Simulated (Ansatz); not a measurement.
`[F][Ga]([Br])[Br]` + `[OH][Zr]([F])([F])[SH]` → `[OH][Ga]([Br])[Br]` + `[F][Zr]([F])([F])[SH]`  (redistribution)

Calculated with Ansatz (gas phase, PBE0-D4/def2-TZVP geometries, no zero-point term in ΔE). CBS: MP2 limit from def2 TZ/QZ plus the TZ coupled-cluster correction, frozen cores. Functionals use def2-TZVPP. B3LYP here is the variant with VWN-RPA as its local correlation; programs differ in this. HSE06 is defined as in plane-wave codes. Elements past krypton have def2 core potentials. For Br, Ga, Zr outer-core shells are correlated without core-valence functions, which leaves a few kJ/mol of doubt a bond. Scalar relativity is left out up to krypton. Each species was taken in one conformer, which may not be the lowest.

`[F][Ga]([Br])[Br]`:

Z-matrix (Å, degrees):
```
Ga
F 1 1.737
Br 1 2.250 2 117.8
Br 1 2.250 2 117.8 3 180.0
```

`[OH][Zr]([F])([F])[SH]`:

```xyz
7

O    -0.720   -0.694    1.139
Zr   -0.301    0.469   -0.301
F    -1.528    0.267   -1.738
F    -0.358    2.290    0.238
S     1.965   -0.094   -1.065
H    -1.117   -1.174    1.861
H     2.059   -1.063   -0.135
```

`[OH][Ga]([Br])[Br]`:

Z-matrix (Å, degrees):
```
Ga
O 1 1.767
Br 1 2.255 2 118.3
Br 1 2.270 2 120.3 3 -180.0
H 2 0.961 1 112.8 3 -180.0
```

`[F][Zr]([F])([F])[SH]`:

```xyz
6

F    -0.193   -0.763   -2.163
Zr   -0.108    0.175   -0.525
F     1.204    1.537   -0.571
F    -1.758    1.000   -0.103
S     0.458   -1.451    1.205
H     0.397   -0.498    2.157
```

| level | ΔE (kJ/mol) | difference from CCSD(T)/CBS |
| --- | --- | --- |
| LDA (SPW92) | -24.3 | -2.4 |
| PBE-D4 | -26.6 | -4.7 |
| revPBE-D4 | -28.0 | -6.1 |
| BLYP-D4 | -24.4 | -2.5 |
| r2SCAN-D4 | -25.0 | -3.1 |
| B97M-V | -23.2 | -1.3 |
| PBE0-D4 | -22.9 | -1.0 |
| B3LYP-D4 | -21.3 | 0.6 |
| r2SCANh-D4 | -23.5 | -1.6 |
| r2SCAN0-D4 | -21.5 | 0.4 |
| HSE06-D4 | -23.1 | -1.2 |
| BHLYP-D4 | -17.4 | 4.5 |
| CAM-B3LYP-D4 | -19.9 | 2.0 |
| ωB97X-V | -21.8 | 0.1 |
| ωB97M-V | -21.0 | 0.9 |
| B2PLYP | -21.4 | 0.5 |
| PBE-QIDH | -21.0 | 0.9 |
| PBE | -26.5 | -4.6 |
| revPBE | -27.6 | -5.7 |
| BLYP | -24.1 | -2.2 |
| r2SCAN | -25.0 | -3.1 |
| PBE0 | -22.8 | -0.9 |
| B3LYP | -21.1 | 0.8 |
| r2SCANh | -23.6 | -1.7 |
| r2SCAN0 | -21.5 | 0.4 |
| HSE06 | -23.0 | -1.1 |
| BHLYP | -17.2 | 4.7 |
| CAM-B3LYP | -19.8 | 2.1 |
| HF/def2-SVP | -3.9 | 18.0 |
| CCSD/def2-SVP | -10.6 | 11.3 |
| CCSD(T)/def2-SVP | -12.2 | 9.7 |
| HF/def2-TZVPP | -13.0 | 8.9 |
| SCS-MP2/def2-TZVPP | -19.9 | 2.0 |
| CCSD/def2-TZVPP | -19.2 | 2.7 |
| HF/def2-QZVPP | -13.2 | 8.7 |
| MP2/def2-QZVPP | -21.2 | 0.7 |
| SCS-MP2/def2-QZVPP | -20.3 | 1.6 |
| HF/CBS(def2) | -13.2 | 8.7 |
| MP2/CBS(def2) | -21.6 | 0.3 |
| CCSD/CBS(def2) | -20.2 | 1.7 |
| CCSD(T)/CBS | -21.9 | 0 |

Largest T1 diagnostic among the species: 0.018.

Leaving LDA and LC-ωPBE aside and taking each functional with its dispersion term where it has one, the values spread over 10.6 kJ/mol, from revPBE-D4 to BHLYP-D4. At CCSD(T), def2-SVP lies +9.7 kJ/mol from the extrapolated value and def2-TZVPP +1.0 kJ/mol. In def2-TZVPP, CCSD(T) changes the Hartree–Fock value by −7.8 kJ/mol (the triples alone add −1.6 kJ/mol) and MP2 by −7.6 kJ/mol.
